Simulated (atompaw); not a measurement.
**Building the PAW (atompaw) potential for holmium (PBE, scalar-relativistic).**

```json
{
  "Element": "holmium (Ho)",
  "Generator": "atompaw 4.2.0.5",
  "Type": "PAW",
  "Functional": "PBE",
  "Relativity": "scalar-relativistic",
  "Frozen core": "[Kr] 4d10",
  "Valence charge": "21",
  "Reference configuration": "4f11 5s2 5p6 5d0 6s0.5 6p0 (charge +1.5)",
  "Partial waves": "5s (bound): rc 2.00 bohr; 6s (bound): rc 3.00 bohr; 5p (bound): rc 2.05 bohr; 6p (bound, empty): rc 3.00 bohr; 5d (bound, empty): rc 3.00 bohr; 5d channel at 3.85 Ry: rc 3.00 bohr; 4f (bound): rc 0.75 bohr; 4f channel at -0.15 Ry: rc 0.75 bohr",
  "Local potential": "troulliermartins scheme with l = 4 at 1 Ry, radius 2.10 bohr",
  "Core correction": "smooth core density matched at 2.15 bohr",
  "Augmentation charge": "besselshape compensation charge, radius 2.35 bohr; PAW radius 3.00 bohr; waves and projectors: custom rrkj gramschmidtortho"
}
```

Poles of the logarithmic derivatives, all-electron (AE) and pseudo (PS). s: poles at -4.4, 1.3 (AE) and -4.4, 0.7, 3.2 (PS) Ry. p: poles at -2.6, 2.6 (AE) and -2.6, 1.4 (PS) Ry. d: poles at -0.1, 4.8 (AE) and -0.1, 4.8 (PS) Ry. f: poles at -1.0, 2.6 (AE) and -1.0, 2.6 (PS) Ry. Test radius 3.01 bohr.

* Cutoffs needed: over 300 Ry and over 300 Ry (the cutoffs (Ry, on a coarse ladder) from which the occupation-weighted sum of valence levels, in a spherical-Bessel basis at the reference potential, stays within 10 and 1 mRy of its value at 400 Ry)
* Ghost test: no extra level below or beside the all-electron valence levels (s, p, d, f tested) (spherical-Bessel basis up to 400 Ry, 20 bohr box)
* Lowest eigenvalue of the overlap operator: 0.33 (s channel)
* Overlap eigenvalues printed by atompaw (projector basis): 0.0947, 0.212, 0.489, 1.93, 25.5, 543, 3.31e+03, 1.48e+05
* Share of each valence orbital outside the PAW sphere: 5s 0 %, 6s 65 %, 5p 1 %, 6p 86 %, 5d 30 %, 4f 1 %
